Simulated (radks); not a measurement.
Task: These are the eigenvalues of the occupied orbitals of an atom or ion with whole-number occupations (eV). All-electron calculation, scalar-relativistic Kohn-Sham, RPBE, spin-polarised, spherical densities, finite nucleus; Fermi nuclear charge, rms radius of each element as measured or else 0.836 A^(1/3) + 0.57 fm. Program: a radial shooting solver on a logarithmic mesh with Libxc functionals.

orbital  eigenvalue
1s        -26525.81
2s        -3938.112
2p        -3533.259
3s        -734.0260
3p        -601.2233
3d        -393.5534
4s        -105.8918
4p         -66.9449
4d         -11.6997
5s          -5.5460

Which element is it, and in what charge state? The configuration may be excited. Open shells, if any, are filled with parallel spins first.

Result: Z = 48, cadmium, charge 0: Cd in [Kr] 4d10 5s2. The list shows which subshells hold electrons but not how many an open one holds; the 1s level, -974.81 hartree, gives Z - s = 44.2 by -(Z - s)^2/2, which with screening and relativity narrows Z to a few neighbours, and the depths of the outer levels then fix element, charge and occupations together.
